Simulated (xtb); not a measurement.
xtb input:

```bash
xtb mol.xyz --gfn 2 --sp --chrg 0 --uhf 0
```
mol.xyz:
```
2

Sc    -0.00000000    -0.00000000    -0.99845799
Cl     0.00000000     0.00000000     1.23338929
```

Q: Predict the final energy.

A: -5.56156 Eh (GFN2-xTB).
